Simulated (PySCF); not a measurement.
C3H4BrCl. Atoms are numbered in the order given.

```xyz
9

C     -1.6851    -1.0687     0.0000
C     -0.1978    -1.0713     0.0000
Cl     0.5215    -2.6714     0.0000
C      0.6505    -0.0318     0.0000
Br     0.0857     1.7669     0.0000
H     -2.0667    -1.5999     0.8869
H     -2.0722    -0.0413     0.0000
H     -2.0667    -1.5999    -0.8869
H      1.7345    -0.1557     0.0000
```

The structure is a stationary point at r2SCAN-D4/def2-SVP.

These are PBE0/def2-TZVP (PySCF) values and carry that method's errors.

Symmetry labels are those of the subgroup Cs that the program uses (full group Cs).

Computed valence orbital energies around the gap with their symmetry:
```csv
orbital,symmetry,energy (eV)
HOMO−7,A",-12.53
HOMO−6,A',-11.40
HOMO−5,A',-10.80
HOMO−4,A",-10.26
HOMO−3,A",-9.40
HOMO−2,A',-9.14
HOMO−1,A',-8.50
HOMO,A",-7.07
LUMO,A",-0.50
LUMO+1,A',-0.26
LUMO+2,A',1.08
LUMO+3,A',1.52
```
